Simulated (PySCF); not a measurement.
Computed shifts of a molecule C2H7BOS, PBE/pcSseg-1 (PySCF), GIAO, gas phase, atoms alike by connectivity averaged where their shifts nearly agree, in ppm (number of nuclei): ¹H: 5.70 (1), 4.43 (3), 2.27 (3). ¹³C: 66.8 (1), 16.4 (1). References: ¹¹B against BF3 (σ = 83.9 ppm); ¹H against TMS (σ = 31.49 ppm); ¹⁷O against H2O (σ = 334.3 ppm); ¹³C against TMS (σ = 182.0 ppm); ³³S against H2S (σ = 706.5 ppm), references at their B3LYP-D3(BJ)/def2-TZVP geometries, non-relativistic. Coordinates come from a B3LYP-D3(BJ)/def2-SVP optimisation. One conformer was computed; it need not be the lowest.

### Question
Which molecule gave these data?
(A) CSB(C)O
(B) COB(C)S
(C) COBSC

### Answer
C, COBSC
